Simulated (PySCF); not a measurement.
**Electronic absorption of C4F4N2O**

Species: C4F4N2O.
SMILES with atom numbers: `[N:1]#[C:2][C:3]([F:4])([C:5]#[N:6])[O:7][C:8]([F:9])([F:10])[F:11]`

Geometry (PBE0-D3(BJ)/def2-SVP, Å), atoms numbered from 1 in this order:
```
atom  x, y, z in Å
N1     3.2007   -0.3856   -0.2749
C2     2.0952   -0.0989   -0.1086
C3     0.6895    0.3025    0.1231
F4     0.5555    0.7345    1.3958
C5     0.3484    1.4225   -0.7922
N6     0.1287    2.2958   -1.5146
O7    -0.0748   -0.8296   -0.1023
C8    -1.4101   -0.8464    0.2342
F9    -2.0162    0.2783   -0.1154
F10   -1.5660   -1.0185    1.5318
F11   -1.9451   -1.8553   -0.4075
```

Method: TDDFT wB97X-D/def2-SVPD, vertical, gas phase, core orbitals frozen in the response in PySCF 2.14.0, density-fitted response routines.

```json
{"state": "S1", "λ (nm)": "175.5", "E (eV)": "7.06", "f": "0.0003", "main configurations (H = HOMO, L = LUMO)": "H→L (60%), H→L+1 (12%)"}
{"state": "S2", "λ (nm)": "167.3", "E (eV)": "7.41", "f": "0.0003", "main configurations (H = HOMO, L = LUMO)": "H-1→L (20%), H-3→L (17%), H-2→L (9%)"}
{"state": "S3", "λ (nm)": "166.8", "E (eV)": "7.43", "f": "0.0001", "main configurations (H = HOMO, L = LUMO)": "H→L+1 (36%), H-1→L (24%), H-2→L (14%)"}
{"state": "S4", "λ (nm)": "165.3", "E (eV)": "7.50", "f": "0.0014", "main configurations (H = HOMO, L = LUMO)": "H-1→L+1 (51%), H→L (16%), H-2→L+1 (9%)"}
{"state": "S5", "λ (nm)": "159.1", "E (eV)": "7.79", "f": "0.0011", "main configurations (H = HOMO, L = LUMO)": "H-3→L (23%), H-2→L+1 (18%), H-2→L (18%)"}
{"state": "S6", "λ (nm)": "158.5", "E (eV)": "7.82", "f": "0.0030", "main configurations (H = HOMO, L = LUMO)": "H-3→L+1 (26%), H-2→L+1 (24%), H-2→L (14%)"}
```

The lowest singlet comes at 176 nm (682 kJ/mol) in the vacuum ultraviolet; it is dark (f under 0.0005); its leading configuration is HOMO→LUMO (60%). The strongest level in the table is S6 at 7.82 eV (158 nm, f = 0.0030). It is the last of those listed, so stronger ones may follow. Löwdin shares by element: HOMO nitrogen 55%, carbon 43% or more; LUMO nitrogen 37%, carbon 32% or more (atoms not listed hold the other 31%). Orbital energies (eV): HOMO-3 -13.64, HOMO-2 -13.41, HOMO-1 -13.17, HOMO -12.98, LUMO -0.29, LUMO+1 -0.04, LUMO+2 1.79. The listed states span 0.76 eV, and the widest gap between neighbours is 0.35 eV (S1 to S2). Weighted by f, the mean energy of these states is 7.69 eV. Only the lowest 6 singlets were computed, as vertical energies without vibronic structure.

One conformer stands for the species.
